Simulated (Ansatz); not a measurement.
Born–Oppenheimer molecular dynamics of ClH₃OZn (6 atoms, charge 0, multiplicity 1). It starts at the highest image of a converged band, a first-order saddle point between two minima.

Computed with Ansatz 0.2.0, RKS PBE/def2-SVP.

```
ensemble                      : NVE (velocity Verlet)
time step                     : 0.5 fs
steps asked                   : 200
starting velocities drawn for : 300 K
seed                          : 8032
```

First frame:

```xyz
6
Properties=species:S:1:pos:R:3
Zn 0.276 0.165 -0.056
O -0.209 0.279 1.825
H -0.615 -0.486 2.280
Cl -0.281 -0.117 -2.085
H 1.845 0.409 0.942
H 1.111 0.301 1.598
```

Task: What does the run give?

Result: The run went to its last step.

| Property | Result |
| --- | --- |
| steps done | 200 |
| time covered | 100 fs |
| mean temperature over the second half | 934 K |
| spread of the potential energy over the second half | 11.3 meV per atom |
| mean potential energy of the second half above the start | -54.6 meV per atom |

The conserved energy stayed within 0.11 meV per atom of its start (net change 0.025 meV per atom), so the integration is sound. The kinetic energy rose, since the run started high on the potential surface and went downhill. It ends in pieces (ClHOZn + H2), so much of that is their flight and rotation, not heat. A run of 0.1 ps of so small a system gives no equilibrium averages. The orbitals stay closed-shell, which can raise the energy where a bond breaks towards radicals; this wasn't checked here.

Task: What happens to the structure?

Result: Between its relaxed ends the band would form Zn1–H5, O2–H6 and break H5–H6. These pairs go: Zn1–H5 1.88 → 5.02 Å, O2–H6 1.34 → 4.48 Å, H5–H6 0.99 → 0.78 Å. In the last frame they stand as before the step (other bonds may differ from the relaxed reactants and products). Also parted: Zn1–H6 1.86 → 4.71 Å. It ends as ClHOZn + H2. Pairs count as bonded within 1.25 times the sum of covalent radii (0.12 Å more for H–H). The details hang on the random start.

Task: How do temperature and energy run in time?

Result: 
| time (fs) | T (K) | potential energy less start (eV) | conserved less start (meV/atom) |
| --- | --- | --- | --- |
| 0 | 300 | 0.000 | 0.00 |
| 8 | 190 | 0.057 | 0.06 |
| 16 | 60 | 0.125 | 0.10 |
| 24 | 167 | 0.069 | 0.04 |
| 32 | 470 | -0.088 | 0.01 |
| 40 | 850 | -0.284 | 0.04 |
| 48 | 849 | -0.283 | 0.08 |
| 56 | 806 | -0.261 | 0.07 |
| 64 | 943 | -0.332 | 0.01 |
| 72 | 819 | -0.268 | 0.03 |
| 80 | 852 | -0.285 | 0.10 |
| 88 | 1168 | -0.449 | 0.07 |
| 96 | 1044 | -0.384 | 0.02 |

Time of the run: 6.1 min on 1 thread of Arm Neoverse V2, with other jobs on the host, peak memory 0.15 GiB.
